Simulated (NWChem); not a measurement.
Everything below was run with NWChem. System: HI, charge 1, spin multiplicity 2, at the geometry of a parent with another charge or spin, in a state set for the comparison that need not be this species' ground state. Its SCF solution wasn't tested for a lower state. Level: UPBE/def2-SVPD with def2 effective core potentials on I.

Job file:

```
start mol
memory heap 200 mb stack 900 mb global 1100 mb
charge 1
geometry units angstroms nocenter noautoz
  I      0.000000     0.000000     0.030237
  H      0.000000     0.000000    -1.602562
  symmetry group C2v
end
basis spherical
  * library def2-svpd
end
ecp
  I library def2-ecp
end
dft
  xc xpbe96 cpbe96
  odft
  mult 2
  semidirect memsize 60000000 filesize 0
  iterations 100
end
task dft energy
```

NWChem printed:

```
             Northwest Computational Chemistry Package (NWChem) 7.3.0
             --------------------------------------------------------

                                NWChem Input Module
                                -------------------

 Scaling coordinates for geometry "geometry" by  1.889725989
 (inverse scale =  0.529177249)

 Turning off AUTOSYM since
 SYMMETRY directive was detected!

                             Geometry "geometry" -> ""
                             -------------------------

 Output coordinates in angstroms (scale by  1.889725989 to convert to a.u.)

  No.       Tag          Charge          X              Y              Z
 ---- ---------------- ---------- -------------- -------------- --------------
    1 I                   53.0000     0.00000000     0.00000000     0.03023700
    2 H                    1.0000     0.00000000     0.00000000    -1.60256200

 Effective nuclear repulsion energy (a.u.)      17.1768810472

            Nuclear Dipole moment (a.u.)
            ----------------------------
        X                 Y               Z
 ---------------- ---------------- ----------------
     0.0000000000     0.0000000000    -0.0000018897

      Symmetry information
      --------------------

 Group name             C2v
 Group number             16
 Group order               4
 No. of unique centers     2

      Symmetry unique atoms

     1    2


 Summary of "ao basis" -> "" (spherical)
 ------------------------------------------------------------------------------
       Tag                 Description            Shells   Functions and Types
 ---------------- ------------------------------  ------  ---------------------
 *                         def2-svpd                  on all atoms

 Summary of "ao basis" -> "ao basis" (spherical)
 ------------------------------------------------------------------------------
       Tag                 Description            Shells   Functions and Types
 ---------------- ------------------------------  ------  ---------------------
 I                         def2-svpd                13       35   5s5p3d
 H                         def2-svpd                 4        8   2s2p

 Summary of "ao basis" -> "ao basis" (spherical)
 ------------------------------------------------------------------------------
       Tag                 Description            Shells   Functions and Types
 ---------------- ------------------------------  ------  ---------------------
 I                         def2-svpd                13       35   5s5p3d
 H                         def2-svpd                 4        8   2s2p

      Symmetry analysis of basis
      --------------------------

        a1         20
        a2          3
        b1         10
        b2         10

            General Information
            -------------------
          SCF calculation type: DFT
          Wavefunction type:  spin polarized.
          No. of atoms     :     2
          No. of electrons :    25
           Alpha electrons :    13
            Beta electrons :    12
          Charge           :     1
          Spin multiplicity:     2
          Use of symmetry is: on ; symmetry adaption is: on
          Maximum number of iterations: 100
          AO basis - number of functions:    43
                     number of shells:    17
          Convergence on energy requested:  1.00D-06
          Convergence on density requested:  1.00D-05
          Convergence on gradient requested:  5.00D-04

              XC Information
              --------------
          PerdewBurkeErnzerhof Exchange Functional  1.000
            Perdew 1991 LDA Correlation Functional  1.000 local
           PerdewBurkeErnz. Correlation Functional  1.000 non-local

             Grid Information
             ----------------
          Grid used for XC integration:  medium
          Radial quadrature: Mura-Knowles
          Angular quadrature: Lebedev.
          Tag              B.-S. Rad. Rad. Pts. Rad. Cut. Ang. Pts.
          ---              ---------- --------- --------- ---------
          I                   1.40      123          10.0       590
          H                   0.35       45           9.0       434
          Grid pruning is: on
          Number of quadrature shells:   168
          Spatial weights used:  Erf1

          Convergence Information
          -----------------------
          Convergence aids based upon iterative change in
          total energy or number of iterations.
          Levelshifting, if invoked, occurs when the
          HOMO/LUMO gap drops below (HL_TOL):  1.00D-02
          DIIS, if invoked, will attempt to extrapolate
          using up to (NFOCK): 10 stored Fock matrices.

                    Damping( 0%)  Levelshifting(0.5)       DIIS
                  --------------- ------------------- ---------------
          dE  on:    start            ASAP                start
          dE off:    2 iters        100 iters           100 iters

      Screening Tolerance Information
      -------------------------------
          Density screening/tol_rho:  1.00D-10
          AO Gaussian exp screening on grid/accAOfunc:  14
          CD Gaussian exp screening on grid/accCDfunc:  20
          XC Gaussian exp screening on grid/accXCfunc:  20
          Schwarz screening/accCoul:  1.00D-08

      Superposition of Atomic Density Guess
      -------------------------------------

 Sum of atomic energies:        -347.62593174

 Renormalizing density from      26.00 to     25

      Non-variational initial energy
      ------------------------------

 Total energy =    -293.872379
[...]
      One electron energy =     -525.920704216489
           Coulomb energy =      242.191963014442
    Exchange-Corr. energy =      -22.267449218976
 Nuclear repulsion energy =        8.102302380754

 Numeric. integr. density =       25.000007884403

     Total iterative time =      0.5s

                  Occupations of the irreducible representations
                  ----------------------------------------------

                     irrep           alpha         beta
                     --------     --------     --------
                     a1                6.0          6.0
                     a2                1.0          1.0
                     b1                3.0          3.0
                     b2                3.0          2.0

                    DFT Final Alpha Molecular Orbital Analysis
                    ------------------------------------------

 Vector   11  Occ=1.000000D+00  E=-6.672260D-01  Symmetry=a1
              MO Center= -4.1D-16, -3.9D-16, -3.9D-01, r^2= 1.9D+00
   Bfn.  Coefficient  Atom+Function         Bfn.  Coefficient  Atom+Function
  ----- ------------  ---------------      ----- ------------  ---------------
    14      0.546468  1 I  pz                36     -0.381333  2 H  s
    17      0.282004  1 I  pz                 3      0.273403  1 I  s
    11     -0.213523  1 I  pz                 8     -0.173978  1 I  pz
     4      0.115534  1 I  s                  1     -0.103727  1 I  s
     2     -0.102821  1 I  s                 37     -0.084735  2 H  s

 Vector   12  Occ=1.000000D+00  E=-5.855232D-01  Symmetry=b2
              MO Center= -1.0D-15, -8.4D-16, -6.1D-03, r^2= 1.7D+00
   Bfn.  Coefficient  Atom+Function         Bfn.  Coefficient  Atom+Function
  ----- ------------  ---------------      ----- ------------  ---------------
    13      0.729678  1 I  py                16      0.451730  1 I  py
    10     -0.273883  1 I  py                 7     -0.222712  1 I  py

 Vector   13  Occ=1.000000D+00  E=-5.415190D-01  Symmetry=b1
              MO Center= -2.7D-16, -1.2D-15, -8.8D-03, r^2= 1.8D+00
   Bfn.  Coefficient  Atom+Function         Bfn.  Coefficient  Atom+Function
  ----- ------------  ---------------      ----- ------------  ---------------
    12      0.707013  1 I  px                15      0.463409  1 I  px
     9     -0.268712  1 I  px                 6     -0.217580  1 I  px

 Vector   14  Occ=0.000000D+00  E=-3.307516D-01  Symmetry=a1
              MO Center= -5.3D-16, -3.7D-16, -5.8D-01, r^2= 2.9D+00
   Bfn.  Coefficient  Atom+Function         Bfn.  Coefficient  Atom+Function
  ----- ------------  ---------------      ----- ------------  ---------------
    37      0.808934  2 H  s                 17      0.676888  1 I  pz
    36      0.472864  2 H  s                 14      0.467846  1 I  pz
     4     -0.441247  1 I  s                  3     -0.274862  1 I  s
    28      0.174545  1 I  d  0              11     -0.168416  1 I  pz
    23     -0.137151  1 I  d  0               8     -0.134393  1 I  pz

 Vector   15  Occ=0.000000D+00  E=-1.899121D-01  Symmetry=a1
              MO Center= -1.1D-15, -6.0D-16, -3.0D-01, r^2= 6.8D+00
   Bfn.  Coefficient  Atom+Function         Bfn.  Coefficient  Atom+Function
  ----- ------------  ---------------      ----- ------------  ---------------
     5      1.470043  1 I  s                  3     -0.570887  1 I  s
     4     -0.343316  1 I  s                 37     -0.289229  2 H  s
    17     -0.249329  1 I  pz                33     -0.158771  1 I  d  0
    35     -0.159402  1 I  d  2               2      0.154473  1 I  s
    28     -0.142321  1 I  d  0               1      0.135944  1 I  s

 Vector   16  Occ=0.000000D+00  E=-1.698836D-01  Symmetry=b2
              MO Center=  1.5D-16, -3.2D-14, -3.7D-01, r^2= 4.6D+00
   Bfn.  Coefficient  Atom+Function         Bfn.  Coefficient  Atom+Function
  ----- ------------  ---------------      ----- ------------  ---------------
    32      0.629809  1 I  d -1              27      0.355404  1 I  d -1
    42     -0.221772  2 H  py                22     -0.205533  1 I  d -1
    16      0.110031  1 I  py                13      0.086429  1 I  py
    19     -0.080646  1 I  py                39     -0.041753  2 H  py
    10     -0.027743  1 I  py

                     DFT Final Beta Molecular Orbital Analysis
                     -----------------------------------------

 Vector   10  Occ=1.000000D+00  E=-9.580460D-01  Symmetry=a1
              MO Center=  1.6D-16,  2.9D-16, -1.9D-01, r^2= 1.2D+00
   Bfn.  Coefficient  Atom+Function         Bfn.  Coefficient  Atom+Function
  ----- ------------  ---------------      ----- ------------  ---------------
     3      0.966317  1 I  s                  1     -0.397013  1 I  s
     2     -0.368398  1 I  s                  4      0.226076  1 I  s
    36      0.152045  2 H  s                 14     -0.069978  1 I  pz
    23     -0.029828  1 I  d  0              11      0.028881  1 I  pz

 Vector   11  Occ=1.000000D+00  E=-6.581233D-01  Symmetry=a1
              MO Center= -6.0D-16, -3.9D-16, -4.0D-01, r^2= 1.9D+00
   Bfn.  Coefficient  Atom+Function         Bfn.  Coefficient  Atom+Function
  ----- ------------  ---------------      ----- ------------  ---------------
    14      0.531947  1 I  pz                36     -0.396940  2 H  s
     3      0.294713  1 I  s                 17      0.255755  1 I  pz
    11     -0.208506  1 I  pz                 8     -0.169499  1 I  pz
     4      0.138587  1 I  s                 37     -0.119829  2 H  s
     1     -0.113432  1 I  s                  2     -0.112134  1 I  s

 Vector   12  Occ=1.000000D+00  E=-5.279973D-01  Symmetry=b1
              MO Center= -1.4D-16, -1.3D-15, -7.9D-03, r^2= 1.8D+00
   Bfn.  Coefficient  Atom+Function         Bfn.  Coefficient  Atom+Function
  ----- ------------  ---------------      ----- ------------  ---------------
    12      0.701504  1 I  px                15      0.463821  1 I  px
     9     -0.267484  1 I  px                 6     -0.216109  1 I  px

 Vector   13  Occ=0.000000D+00  E=-5.278789D-01  Symmetry=b2
              MO Center= -4.9D-16, -1.7D-15, -5.7D-03, r^2= 1.8D+00
   Bfn.  Coefficient  Atom+Function         Bfn.  Coefficient  Atom+Function
  ----- ------------  ---------------      ----- ------------  ---------------
    13      0.709863  1 I  py                16      0.453723  1 I  py
    10     -0.269589  1 I  py                 7     -0.217219  1 I  py
    42      0.025704  2 H  py

 Vector   14  Occ=0.000000D+00  E=-3.226669D-01  Symmetry=a1
              MO Center= -8.3D-16, -7.5D-16, -5.7D-01, r^2= 3.0D+00
   Bfn.  Coefficient  Atom+Function         Bfn.  Coefficient  Atom+Function
  ----- ------------  ---------------      ----- ------------  ---------------
    37      0.760460  2 H  s                 17      0.648458  1 I  pz
    14      0.479532  1 I  pz                36      0.465967  2 H  s
     4     -0.389004  1 I  s                  3     -0.314301  1 I  s
    11     -0.172650  1 I  pz                28      0.160692  1 I  d  0
     8     -0.137500  1 I  pz                23     -0.128753  1 I  d  0

 Vector   15  Occ=0.000000D+00  E=-1.762755D-01  Symmetry=a1
              MO Center=  2.1D-15, -6.5D-15, -3.6D-01, r^2= 7.0D+00
   Bfn.  Coefficient  Atom+Function         Bfn.  Coefficient  Atom+Function
  ----- ------------  ---------------      ----- ------------  ---------------
     5      1.556433  1 I  s                  3     -0.509209  1 I  s
     4     -0.409893  1 I  s                 37     -0.351641  2 H  s
    17     -0.285750  1 I  pz                20     -0.144092  1 I  pz
     2      0.142128  1 I  s                 28     -0.142009  1 I  d  0
    36     -0.133021  2 H  s                 33     -0.131328  1 I  d  0

   alpha - beta orbital overlaps
   -----------------------------

   alpha      1      2      3      4      5      6      7      8      9     10
    beta      1      2      3      4      5      6      7      8      9     10
 overlap   1.000  1.000  1.000  1.000  0.991  1.000  1.000  1.000  0.991  0.999

   alpha     11     12     13     14     15     16     17     18     19     20
    beta     11     13     12     14     15     17     16     19     20     18
 overlap   1.000  1.000  1.000  0.999  0.972  0.998  1.000  0.999  0.967  0.996

   alpha     21     22     23     24     25     26     27     28     29     30
    beta     22     21     23     24     26     25     27     28     29     30
 overlap   0.999  1.000  0.999  0.999  1.000  1.000  0.982  0.998  1.000  0.998

   alpha     31     32     33     34     35     36     37     38     39     40
    beta     32     33     34     31     35     36     37     38     39     40
 overlap   0.998  0.999  0.981  1.000  0.998  0.999  1.000  1.000  1.000  1.000

   alpha     41     42     43
    beta     41     42     43
 overlap   1.000  1.000  1.000

     --------------------------
     Expectation value of S2:
     --------------------------
      <S2> =      0.7517 (Exact =     0.7500)

 center of mass
 --------------
 x =   0.00000000 y =   0.00000000 z =   0.03282778

 moments of inertia (a.u.)
 ------------------
           9.519469988566           0.000000000000           0.000000000000
           0.000000000000           9.519469988566           0.000000000000
           0.000000000000           0.000000000000           0.000000000000

     Multipole analysis of the density
     ---------------------------------

     L   x y z        total         alpha         beta         nuclear
     -   - - -        -----         -----         ----         -------
     0   0 0 0      1.000000    -13.000000    -12.000000     26.000000

     1   1 0 0     -0.000000     -0.000000     -0.000000      0.000000
     1   0 1 0     -0.000000     -0.000000     -0.000000      0.000000
     1   0 0 1     -0.391693      0.584207      0.624013     -1.599912

     2   2 0 0    -18.565643     -9.875577     -8.690066      0.000000
     2   1 1 0     -0.000000     -0.000000     -0.000000      0.000000
     2   1 0 1      0.000000      0.000000      0.000000      0.000000
     2   0 2 0    -16.078976     -9.941729     -6.137247      0.000000
     2   0 1 1      0.000000      0.000000      0.000000      0.000000
     2   0 0 2    -14.341002    -12.298075    -11.295776      9.252849

 Task  times  cpu:        0.7s     wall:        0.7s

 Total times  cpu:        0.7s     wall:        0.7s
```
